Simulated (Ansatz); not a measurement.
C$_{2}$H$_{7}$BrOSi, singlet, at a GFN2-xTB geometry; CASSCF(6,5)/STO-3G (Ansatz, an electronic-structure program).

Ansatz was given this input:
Ansatz 0.2 input:
```yaml
crystal:
  periodic: [false, false, false]
  atoms:
    - {symbol: Si, position_ang: [0.52935490, 0.87741246, 0.71242632]}
    - {symbol: Br, position_ang: [1.31326937, -0.61281356, -0.72641158]}
    - {symbol: O, position_ang: [-1.07260048, 0.84006351, 0.67791001]}
    - {symbol: C, position_ang: [-1.99707435, -0.21318009, 0.74265040]}
    - {symbol: C, position_ang: [-3.33761181, 0.25540582, 0.20311059]}
    - {symbol: H, position_ang: [1.11055283, 0.47387567, 1.98370491]}
    - {symbol: H, position_ang: [0.81673389, 2.20222738, 0.21582324]}
    - {symbol: H, position_ang: [-2.09390775, -0.53314268, 1.78712661]}
    - {symbol: H, position_ang: [-1.62794428, -1.06264327, 0.15453712]}
    - {symbol: H, position_ang: [-3.23259958, 0.56638063, -0.83327960]}
    - {symbol: H, position_ang: [-3.70063016, 1.09905139, 0.78491202]}
    - {symbol: H, position_ang: [-4.05868105, -0.55491160, 0.25976675]}
basis:
  gaussian:
    orbitals: STO-3G
hamiltonian:
  xc: hf
magnetization: {spin_polarized: false}
correlation: {active_space: {window: {electrons: 6, orbitals: 5}}}
```

Output, abridged:

```
Functional definition: HF
589 factors; integrals over basis functions are off by at most 4.2e-5 eV
mean field evaluation 1: about -81170.9813 eV, gradient 2.4e1 eV
mean field evaluation 2: about -81171.1824 eV, gradient 2.4e1 eV
mean field evaluation 4: about -81173.4303 eV, gradient 1.5e0 eV
mean field evaluation 8: about -81173.4396 eV, gradient 2.1e-5 eV
mean field -81173.43961001 eV, -2983.0688843342 hartree, gradient 1.1e-6 eV, S^2 0.000000; 0 other end points of the search recorded, 0 dependent functions left out
reference -81173.43961001 eV, -2983.0688843342 hartree; 38, 38 occupied and 11, 11 virtual orbitals, 589 factors
state -81174.47273486 eV, -2983.1068509721 hartree
Total energy: -81174.47273486 eV, -2983.1068509721 hartree
```
